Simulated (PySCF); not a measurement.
**Computed properties of SiFCl₃, SMILES F[Si](Cl)(Cl)Cl**

SiFCl3, SMILES Cl[Si](Cl)(Cl)F. Geometry: B3LYP-D3(BJ)/def2-SVP. Other conformers were not sampled. All values are computed for the isolated molecule unless a solvent is named; none is compared with measurement here.

**Structure.** The optimised structure has C3v symmetry. All 9 harmonic modes at B3LYP-D3(BJ)/def2-SVP (PySCF) are real, so it is a minimum. With heavy atoms numbered as in [F:1][Si:2]([Cl:3])([Cl:4])[Cl:5], the shortest bond between them is F1–Si2 at 1.607 Å and the longest Si2–Cl4 at 2.038 Å.

**Vibrations.** The strongest infrared lines (harmonic, unscaled, degenerate partners summed) lie at 642 cm⁻¹ (456 km/mol, Si 69 %, Cl 31 %), 937 cm⁻¹ (140 km/mol, F 55 %, Si 45 %), 269 cm⁻¹ (34 km/mol, F 47 %, Cl 44 %, Si 9 %). The softest mode is at 158 cm⁻¹ and the zero-point energy is 5.4 kcal/mol.

**Electronic structure.** ωB97X/def2-TZVP (PySCF) places the frontier levels at -12.10 and 1.62 eV, a gap of 13.72 eV, and gives a dipole moment of 0.62 D and a mean polarisability of 54.7 bohr³.

**Excitations.** TDDFT-CAM-B3LYP/def2-SVPD (PySCF) has S1 at 7.55 eV (164 nm, f = 0.000, dark); the most intense of the 10 singlets computed lies at 8.47 eV (f = 0.13). Strengths of degenerate partners are summed. T1 (TDA) is at 7.08 eV. No vertical singlet excitation falls in the visible range (under 3.1 eV).

**NMR.** GIAO shifts at KT2/pcSseg-1 (PySCF) (non-relativistic, atoms alike by connectivity averaged): ²⁹Si at -4.4 ppm against TMS; ¹⁹F at -103.2 ppm against CFCl3. Without spin–orbit terms, shifts of atoms bonded to Cl or Br come out too high.
